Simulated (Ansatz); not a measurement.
`[F][SnH]([Cl])[GeH3]` + ethylmethylamine → `CC[N](C)[SnH]([F])[Cl]` + GeH₄ at 600 K and 1 bar (cleavage of the Sn–Ge bond).

Computed with Ansatz on PBE0-D4/def2-TZVP structures; ΔE is electronic, products minus reactants. CBS: MP2 limit from def2 TZ/QZ plus the TZ coupled-cluster correction, frozen cores. def2 core potentials past Kr. For Ge, Sn outer-core shells are correlated without core-valence functions, which leaves a few kJ/mol of doubt a bond. Scalar relativity is left out up to krypton. Each species was taken in one conformer, which may not be the lowest.

| species | CCSD(T)/CBS energy (Eh) | H − E (kJ/mol) | S (J/(mol·K)) |
| --- | --- | --- | --- |
| `[F][SnH]([Cl])[GeH3]` | -2852.19383 | 149.8 | 480.7 |
| `CCNC` | -174.26710 | 371.8 | 385.5 |
| `CC[N](C)[SnH]([F])[Cl]` | -947.95175 | 406.0 | 570.7 |
| GeH₄ | -2078.49493 | 105.8 | 256.4 |

H − E and S are ideal-gas, rigid-rotor, harmonic terms from PBE0-D4/def2-TZVP, for one conformer and one mirror image of each species. 1 Eh = 2625.50 kJ/mol, R = 8.31446 J/(mol·K).

Q: By hand: ΔE, ΔH, ΔS and ΔG.

A: ΔE = (-947.95175) + (-2078.49493) − (-2852.19383) − (-174.26710) = 0.01425 Eh = 37.4 kJ/mol. Δ(H − E) = 406.0 + 105.8 − 149.8 − 371.8 = -9.8, so ΔH = 27.6 kJ/mol. ΔS = 570.7 + 256.4 − 480.7 − 385.5 = -39.1 J/(mol·K). ΔG = 27.6 − 600 × (-39.1)/1000 = 51.1 kJ/mol.

Q: By hand: the equilibrium constant, and the temperature at which ΔG would vanish if ΔH and ΔS stayed fixed.

A: log₁₀ K = −ΔG/(RT ln 10) = -4.4. ΔH and −TΔS have one sign here, so there is no such temperature.

TΔS isn't small against ΔH here. A doubt of 5 kJ/mol in ΔE shifts log₁₀ K by 0.4 here. Other conformers and mirror images would add mixing entropy, several J/(mol·K) or more a flexible species. Modes under 60 cm⁻¹, often nearly free rotors, make the harmonic entropy too high. These are equilibria of isolated gas molecules and say nothing of rates. Largest T1 diagnostic: 0.013 (customary marks: 0.02 for closed shells, 0.045 for open ones).
